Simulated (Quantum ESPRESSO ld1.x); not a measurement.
Problem. Species: Hf XX. Configuration: [Kr] 4d9.5 4f7.5 (fractional occupations, a model configuration). Method: scalar-relativistic Kohn-Sham, exchange-only LDA, spin-polarised, spherical densities, point nucleus; open shells are filled with parallel spins first; computed with ld1.x of Quantum ESPRESSO 7.5. Some entries of the table are withheld. Estimate them.

| orbital | occ. | eigenvalue (eV) | r(max) (bohr) |
|---|---|---|---|
| 1s down | 1 | -65729.7 | 0.01191 |
| 1s up | 1 | -65729.7 | 0.01191 |
| 2s up | 1 | -11654.0 | 0.06811 |
| 2s down | 1 | -11653.4 | 0.06811 |
| 2p up | 3 | -10297.1 | 0.05568 |
| 2p down | 3 | -10296.6 | 0.05568 |
| 3s up | 1 | -3040.20 | 0.1923 |
| 3s down | 1 | -3034.49 | 0.1922 |
| 3p up | 3 | -2634.81 | 0.1899 |
| 3p down | 3 | -2629.10 | 0.1897 |
| 3d up | 5 | -2154.14 | 0.1546 |
| 3d down | 5 | -2149.55 | 0.1544 |
| 4s up | 1 | -989.512 | 0.4332 |
| 4s down | 1 | -979.154 | 0.4332 |
| 4p up | 3 | -852.475 | 0.4518 |
| 4p down | 3 | -842.413 | 0.4519 |
| 4d up | 5 | -675.818 | 0.4588 |
| 4d down | 4.5 | -665.960 | 0.4592 |
| 4f up | 7 | (1) | 0.4158 |
| 4f down | 0.5 | (2) | 0.4169 |
| 5s up | 0 | -450.827 | 0.8838 |
| 5s down | 0 | -444.792 | 0.8873 |
| 5p up | 0 | (3) | 0.9442 |
| 5p down | 0 | (4) | 0.9490 |

Solution. 
(1) 4f up eigenvalue (eV): -478.446
(2) 4f down eigenvalue (eV): -468.321
(3) 5p up eigenvalue (eV): -401.390
(4) 5p down eigenvalue (eV): -395.865
